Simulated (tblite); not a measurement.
A geometry optimisation, step by step.

Compound: C₃H₇FOSi.
Atom-mapped SMILES: `[OH:1][SiH2:2]/[CH:3]=[CH:4]\[CH2:5][F:6]` (hydrogens: H7 on O1; H8, H9 on Si2; H10 on C3; H11 on C4; H12, H13 on C5)

Computed with GFN2-xTB (tblite), gas phase: L-BFGS steps from a force-field or distance-geometry start until the largest atomic force falls under 0.01 eV/Å. 14 of its 67 geometries are shown.

Step 0: E = -558.3945 eV, largest atomic force 2.828 eV/Å
```
atom  x, y, z in Å  |  force x, y, z in eV/Å
O1      2.002   -0.565    0.786   -0.576   0.458  -0.896
Si2     1.646    0.412   -0.522    2.354  -1.408   0.687
C3     -0.035    1.091   -0.413   -2.229   0.288   0.306
C4     -1.201    0.535   -0.037    0.644   0.506  -0.143
C5     -1.483   -0.862    0.474   -0.196   1.034  -0.489
F6     -0.360   -1.607    0.621   -0.206  -0.711   0.021
H7      1.296   -1.215    0.964    1.039   0.574   0.060
H8      2.632    1.525   -0.554   -0.314  -0.384   0.191
H9      1.789   -0.399   -1.747   -0.075   0.099   0.042
H10    -0.071    2.130   -0.735   -0.328  -0.165   0.051
H11    -2.094    1.154   -0.071   -0.084  -0.216   0.067
H12    -1.984   -0.816    1.441   -0.003   0.041   0.251
H13    -2.142   -1.383   -0.225   -0.026  -0.116  -0.148
```

Step 5: E = -558.6234 eV, largest atomic force 0.359 eV/Å
```
atom  x, y, z in Å  |  force x, y, z in eV/Å
O1      2.033   -0.536    0.770    0.114   0.039  -0.043
Si2     1.701    0.374   -0.528   -0.196  -0.048   0.089
C3     -0.046    1.093   -0.414   -0.213   0.254  -0.085
C4     -1.200    0.562   -0.035   -0.202  -0.287   0.077
C5     -1.498   -0.827    0.457    0.025  -0.063  -0.018
F6     -0.412   -1.659    0.615    0.059  -0.008  -0.045
H7      1.372   -1.195    0.990    0.269   0.018   0.138
H8      2.623    1.494   -0.521    0.153   0.046   0.119
H9      1.787   -0.401   -1.759    0.010  -0.100  -0.159
H10    -0.117    2.129   -0.735    0.032  -0.091  -0.006
H11    -2.127    1.139   -0.060    0.206  -0.067   0.018
H12    -1.976   -0.799    1.443   -0.085   0.119  -0.008
H13    -2.145   -1.373   -0.240   -0.173   0.187  -0.078
```

Step 10: E = -558.6735 eV, largest atomic force 0.128 eV/Å
```
atom  x, y, z in Å  |  force x, y, z in eV/Å
O1      2.091   -0.507    0.755    0.000   0.001   0.011
Si2     1.679    0.371   -0.541    0.011   0.003  -0.042
C3     -0.071    1.096   -0.426    0.088  -0.032  -0.038
C4     -1.209    0.541   -0.035    0.048   0.110  -0.045
C5     -1.513   -0.839    0.451   -0.024   0.073  -0.033
F6     -0.438   -1.686    0.594   -0.034   0.084  -0.049
H7      1.494   -1.191    1.053    0.088  -0.057   0.055
H8      2.640    1.466   -0.469   -0.018  -0.001  -0.024
H9      1.783   -0.413   -1.783   -0.049   0.062   0.088
H10    -0.147    2.131   -0.745    0.010  -0.082   0.008
H11    -2.126    1.121   -0.046   -0.069   0.038   0.008
H12    -1.992   -0.769    1.436   -0.014  -0.123  -0.008
H13    -2.194   -1.321   -0.262   -0.037  -0.077   0.071
```

Step 15: E = -558.6846 eV, largest atomic force 0.096 eV/Å
```
atom  x, y, z in Å  |  force x, y, z in eV/Å
O1      2.110   -0.499    0.756    0.051   0.001   0.060
Si2     1.678    0.369   -0.539    0.022  -0.023   0.052
C3     -0.071    1.087   -0.436   -0.068  -0.023   0.064
C4     -1.217    0.552   -0.041   -0.075  -0.036   0.020
C5     -1.528   -0.828    0.442   -0.029  -0.079   0.031
F6     -0.447   -1.666    0.569    0.080  -0.006  -0.049
H7      1.561   -1.207    1.086    0.019  -0.018  -0.031
H8      2.642    1.462   -0.464   -0.043  -0.006  -0.032
H9      1.767   -0.407   -1.778   -0.008  -0.021  -0.015
H10    -0.144    2.119   -0.752    0.039   0.063  -0.044
H11    -2.134    1.133   -0.043   -0.006   0.085  -0.039
H12    -2.001   -0.791    1.431    0.013   0.053   0.040
H13    -2.220   -1.325   -0.249    0.005   0.010  -0.057
```

Step 20: E = -558.6909 eV, largest atomic force 0.076 eV/Å
```
atom  x, y, z in Å  |  force x, y, z in eV/Å
O1      2.132   -0.495    0.774   -0.010   0.006  -0.010
Si2     1.673    0.360   -0.524   -0.062  -0.004   0.028
C3     -0.080    1.081   -0.426    0.008   0.013   0.007
C4     -1.237    0.557   -0.042    0.013   0.004   0.003
C5     -1.538   -0.830    0.440    0.021   0.067  -0.028
F6     -0.437   -1.649    0.540   -0.044   0.031  -0.010
H7      1.603   -1.223    1.093    0.027  -0.001  -0.022
H8      2.629    1.461   -0.472   -0.028   0.004  -0.007
H9      1.755   -0.408   -1.771   -0.004  -0.040   0.032
H10    -0.133    2.112   -0.761   -0.010  -0.044   0.040
H11    -2.143    1.159   -0.053    0.013  -0.063  -0.016
H12    -1.998   -0.798    1.438    0.048  -0.007  -0.039
H13    -2.230   -1.329   -0.253    0.027   0.034   0.023
```

Step 25: E = -558.6942 eV, largest atomic force 0.069 eV/Å
```
atom  x, y, z in Å  |  force x, y, z in eV/Å
O1      2.147   -0.488    0.784   -0.011   0.001   0.014
Si2     1.660    0.353   -0.511    0.049   0.000  -0.049
C3     -0.085    1.081   -0.418    0.027   0.031  -0.016
C4     -1.245    0.563   -0.043    0.024   0.031  -0.028
C5     -1.540   -0.820    0.433    0.011  -0.046   0.014
F6     -0.437   -1.635    0.516    0.053  -0.038  -0.010
H7      1.645   -1.237    1.095   -0.002  -0.033   0.007
H8      2.609    1.460   -0.478   -0.010   0.017  -0.004
H9      1.744   -0.425   -1.753   -0.020  -0.034   0.043
H10    -0.130    2.107   -0.757   -0.008   0.062   0.013
H11    -2.151    1.158   -0.066   -0.055   0.016  -0.008
H12    -1.984   -0.798    1.435   -0.020   0.004   0.048
H13    -2.236   -1.317   -0.254   -0.040  -0.012  -0.023
```

Step 30: E = -558.6972 eV, largest atomic force 0.046 eV/Å
```
atom  x, y, z in Å  |  force x, y, z in eV/Å
O1      2.147   -0.484    0.795   -0.013   0.017   0.000
Si2     1.657    0.349   -0.506   -0.024   0.017   0.026
C3     -0.085    1.092   -0.413   -0.025   0.005   0.004
C4     -1.247    0.570   -0.049   -0.014  -0.025   0.002
C5     -1.535   -0.818    0.428   -0.005   0.006  -0.014
F6     -0.427   -1.630    0.495   -0.031  -0.007  -0.016
H7      1.669   -1.256    1.089    0.005   0.013  -0.004
H8      2.591    1.468   -0.489    0.028  -0.013  -0.003
H9      1.729   -0.459   -1.727   -0.011  -0.020   0.002
H10    -0.129    2.123   -0.744    0.000   0.014  -0.001
H11    -2.164    1.153   -0.081    0.044   0.011   0.009
H12    -1.970   -0.799    1.437    0.028   0.002  -0.027
H13    -2.241   -1.309   -0.254    0.018  -0.020   0.022
```

Step 36: E = -558.6988 eV, largest atomic force 0.039 eV/Å
```
atom  x, y, z in Å  |  force x, y, z in eV/Å
O1      2.146   -0.470    0.808    0.000   0.030   0.014
Si2     1.648    0.350   -0.498    0.008  -0.014  -0.019
C3     -0.091    1.101   -0.411    0.034   0.005  -0.003
C4     -1.252    0.571   -0.055    0.018   0.020  -0.026
C5     -1.533   -0.818    0.418    0.004  -0.001   0.003
F6     -0.427   -1.631    0.469    0.022  -0.005  -0.022
H7      1.696   -1.264    1.088   -0.020   0.001   0.010
H8      2.590    1.463   -0.497    0.012  -0.016  -0.010
H9      1.710   -0.486   -1.702   -0.009   0.013   0.008
H10    -0.131    2.135   -0.735   -0.012  -0.021   0.013
H11    -2.163    1.159   -0.085   -0.032  -0.007   0.017
H12    -1.950   -0.798    1.432   -0.009  -0.005   0.038
H13    -2.249   -1.313   -0.250   -0.017   0.001  -0.024
```

Step 41: E = -558.6999 eV, largest atomic force 0.043 eV/Å
```
atom  x, y, z in Å  |  force x, y, z in eV/Å
O1      2.136   -0.453    0.824   -0.009  -0.012  -0.008
Si2     1.648    0.350   -0.497   -0.004   0.006   0.005
C3     -0.089    1.105   -0.411   -0.028  -0.004   0.009
C4     -1.250    0.571   -0.061   -0.012  -0.008   0.040
C5     -1.530   -0.820    0.411    0.000  -0.003   0.002
F6     -0.422   -1.634    0.447   -0.015   0.002  -0.015
H7      1.693   -1.256    1.088   -0.004   0.018   0.029
H8      2.604    1.452   -0.508   -0.001  -0.003  -0.015
H9      1.696   -0.498   -1.691    0.009  -0.009  -0.010
H10    -0.136    2.140   -0.724    0.022   0.019  -0.011
H11    -2.165    1.157   -0.077    0.010  -0.007  -0.013
H12    -1.936   -0.800    1.432    0.019  -0.020  -0.020
H13    -2.254   -1.313   -0.250    0.014   0.020   0.007
```

Step 46: E = -558.7017 eV, largest atomic force 0.054 eV/Å
```
atom  x, y, z in Å  |  force x, y, z in eV/Å
O1      2.121   -0.428    0.848    0.030   0.002  -0.014
Si2     1.639    0.348   -0.492   -0.011  -0.021  -0.012
C3     -0.094    1.113   -0.402    0.048   0.025  -0.004
C4     -1.254    0.576   -0.054    0.023   0.034  -0.035
C5     -1.524   -0.821    0.401    0.022  -0.001  -0.016
F6     -0.416   -1.634    0.387    0.027  -0.035   0.006
H7      1.699   -1.241    1.113   -0.027   0.007   0.027
H8      2.616    1.431   -0.542   -0.035  -0.001  -0.001
H9      1.674   -0.527   -1.669    0.004   0.004   0.018
H10    -0.130    2.151   -0.711   -0.034  -0.023   0.009
H11    -2.173    1.152   -0.076   -0.010   0.042   0.017
H12    -1.901   -0.822    1.432   -0.002  -0.021   0.014
H13    -2.263   -1.299   -0.253   -0.036  -0.010  -0.008
```

Step 51: E = -558.7037 eV, largest atomic force 0.064 eV/Å
```
atom  x, y, z in Å  |  force x, y, z in eV/Å
O1      2.112   -0.412    0.859    0.001  -0.028  -0.003
Si2     1.635    0.343   -0.495    0.024  -0.001   0.009
C3     -0.090    1.123   -0.398   -0.033  -0.035  -0.017
C4     -1.248    0.580   -0.052   -0.008  -0.036   0.033
C5     -1.512   -0.826    0.390   -0.022  -0.008   0.004
F6     -0.410   -1.649    0.347   -0.029   0.049  -0.029
H7      1.671   -1.209    1.146    0.001   0.032   0.008
H8      2.622    1.413   -0.569   -0.017   0.026   0.005
H9      1.664   -0.546   -1.658   -0.011  -0.024  -0.004
H10    -0.135    2.162   -0.701    0.016   0.015   0.007
H11    -2.169    1.158   -0.061    0.040  -0.017   0.013
H12    -1.871   -0.847    1.429    0.015   0.028  -0.029
H13    -2.271   -1.289   -0.254    0.025  -0.001   0.003
```

Step 56: E = -558.7056 eV, largest atomic force 0.043 eV/Å
```
atom  x, y, z in Å  |  force x, y, z in eV/Å
O1      2.111   -0.394    0.876    0.006   0.014  -0.006
Si2     1.629    0.333   -0.493   -0.016   0.002  -0.021
C3     -0.091    1.126   -0.395    0.014   0.002   0.009
C4     -1.248    0.582   -0.047   -0.009   0.020  -0.022
C5     -1.506   -0.829    0.373    0.008   0.011  -0.013
F6     -0.405   -1.644    0.274    0.029  -0.032  -0.001
H7      1.662   -1.175    1.191   -0.008   0.004  -0.001
H8      2.614    1.401   -0.602    0.003   0.017   0.013
H9      1.639   -0.585   -1.633    0.004  -0.019  -0.001
H10    -0.134    2.170   -0.681    0.027  -0.023   0.008
H11    -2.164    1.163   -0.045   -0.025   0.011   0.022
H12    -1.829   -0.870    1.421   -0.018   0.007   0.020
H13    -2.283   -1.277   -0.258   -0.015  -0.014  -0.007
```

Step 61: E = -558.7062 eV, largest atomic force 0.023 eV/Å
```
atom  x, y, z in Å  |  force x, y, z in eV/Å
O1      2.111   -0.395    0.871   -0.002   0.011  -0.001
Si2     1.631    0.332   -0.498    0.004  -0.008  -0.004
C3     -0.089    1.123   -0.396    0.003   0.002  -0.004
C4     -1.247    0.582   -0.048    0.005   0.000   0.004
C5     -1.505   -0.830    0.372   -0.004  -0.008   0.003
F6     -0.404   -1.648    0.275   -0.017   0.013   0.008
H7      1.649   -1.164    1.195    0.005   0.005  -0.006
H8      2.612    1.407   -0.599   -0.010  -0.010   0.000
H9      1.642   -0.589   -1.637    0.007   0.002   0.004
H10    -0.127    2.167   -0.679    0.008   0.005   0.004
H11    -2.163    1.164   -0.034   -0.003   0.000   0.004
H12    -1.831   -0.868    1.420    0.004  -0.008  -0.011
H13    -2.282   -1.280   -0.259    0.001  -0.004   0.000
```

Step 66: E = -558.7063 eV, largest atomic force 0.009 eV/Å
```
atom  x, y, z in Å  |  force x, y, z in eV/Å
O1      2.110   -0.387    0.875   -0.002   0.000   0.003
Si2     1.629    0.329   -0.499   -0.002   0.003   0.003
C3     -0.090    1.123   -0.396   -0.004  -0.004  -0.001
C4     -1.248    0.583   -0.047   -0.003  -0.003   0.004
C5     -1.506   -0.831    0.368    0.000   0.002   0.000
F6     -0.404   -1.648    0.264    0.004  -0.003  -0.001
H7      1.651   -1.157    1.201    0.002  -0.001   0.001
H8      2.610    1.402   -0.604    0.002   0.004  -0.008
H9      1.640   -0.598   -1.632    0.005  -0.006  -0.005
H10    -0.124    2.169   -0.674   -0.003   0.000   0.004
H11    -2.163    1.165   -0.029    0.006   0.003   0.001
H12    -1.825   -0.873    1.418   -0.009   0.001   0.000
H13    -2.286   -1.279   -0.260    0.003   0.003  -0.002
```

Q: Summarise the path.

A: The energy falls by 0.3118 eV from step 0 to step 66; nine tenths of that is first reached at step 11. It falls at every step. The largest force goes from 2.828 to 0.009 eV/Å. Among the bonds Si2–C3 changes most, from 1.816 to 1.896 Å; the atoms move by 0.209 Å rms after alignment.

Q: Follow the three bonds and two angles with the largest change from start to end.

A: 
| step | E above end (eV) | largest force (eV/Å) | Si2–C3 (Å) | O1–Si2 (Å) | Si2–H8 (Å) | Si2–O1–H7 (°) | O1–Si2–H8 (°) |
| --- | --- | --- | --- | --- | --- | --- | --- |
| 0 | 0.3118 | 2.828 | 1.816 | 1.671 | 1.487 | 112.2 | 108.2 |
| 3 | 0.1269 | 0.399 | 1.892 | 1.612 | 1.461 | 115.5 | 110.1 |
| 6 | 0.0622 | 0.335 | 1.896 | 1.623 | 1.456 | 115.5 | 105.1 |
| 9 | 0.0368 | 0.190 | 1.900 | 1.621 | 1.462 | 117.6 | 101.8 |
| 11 | 0.0301 | 0.109 | 1.894 | 1.618 | 1.455 | 119.5 | 101.4 |
| 14 | 0.0238 | 0.112 | 1.891 | 1.618 | 1.457 | 121.1 | 100.8 |
| 17 | 0.0184 | 0.111 | 1.899 | 1.620 | 1.463 | 121.5 | 100.6 |
| 20 | 0.0154 | 0.076 | 1.899 | 1.620 | 1.459 | 120.9 | 100.7 |
| 23 | 0.0134 | 0.071 | 1.893 | 1.619 | 1.457 | 120.7 | 100.3 |
| 26 | 0.0111 | 0.073 | 1.895 | 1.619 | 1.459 | 120.7 | 100.6 |
| 29 | 0.0094 | 0.040 | 1.897 | 1.621 | 1.458 | 120.7 | 101.1 |
| 32 | 0.0084 | 0.060 | 1.895 | 1.620 | 1.458 | 121.0 | 100.8 |
| 34 | 0.0079 | 0.039 | 1.896 | 1.620 | 1.459 | 121.1 | 100.8 |
| 37 | 0.0072 | 0.051 | 1.896 | 1.621 | 1.458 | 120.7 | 100.7 |
| 40 | 0.0066 | 0.035 | 1.896 | 1.621 | 1.458 | 120.3 | 100.6 |
| 43 | 0.0059 | 0.056 | 1.896 | 1.621 | 1.459 | 120.2 | 100.6 |
| 46 | 0.0046 | 0.054 | 1.897 | 1.621 | 1.459 | 120.4 | 100.6 |
| 49 | 0.0035 | 0.058 | 1.896 | 1.621 | 1.458 | 120.5 | 100.5 |
| 52 | 0.0021 | 0.053 | 1.896 | 1.622 | 1.458 | 120.2 | 100.8 |
| 55 | 0.0010 | 0.044 | 1.897 | 1.623 | 1.458 | 120.3 | 101.0 |
| 57 | 0.0005 | 0.032 | 1.896 | 1.623 | 1.458 | 120.4 | 101.0 |
| 60 | 0.0002 | 0.025 | 1.896 | 1.623 | 1.458 | 120.3 | 100.9 |
| 63 | 0.0001 | 0.011 | 1.896 | 1.623 | 1.458 | 120.3 | 100.8 |
| 66 | 0.0000 | 0.009 | 1.896 | 1.623 | 1.458 | 120.2 | 100.7 |

The cost below is that of the whole relaxation. Time: 0.91 s of wall time. Hardware: Intel Xeon at 2.50 GHz, one thread, no GPU, on a shared host.
